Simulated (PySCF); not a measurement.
C₃H₉Si, SMILES C[Si](C)C (connectivity only; charge and spin as stated), charge +1, multiplicity 1.

The structure is a stationary point at ωB97X-D3(BJ)/def2-SVP. The spin state was assumed, not searched. The isomer is the one that the SMILES or the coordinates give; other isomers of the formula were not compared.

The numbers are results of SMD-ωB97X/6-31G* run with PySCF, not measurements.

Solvation free energies are E(SMD) − E(gas) at the gas-phase geometry, for 1 M in both phases.

```tsv
solvent	ΔG(solv) (kcal/mol)	its non-electrostatic (CDS) part
water	?	?
n-hexane	-29.0	-0.8
1-octanol	-53.4	0.6
```

Problem. Complete the blanks. (Estimate from the structure and the level; the computed values follow.)

Solution. 
- water, ΔG(solv) (kcal/mol): -55.3
- water, its non-electrostatic (CDS) part: 4.1
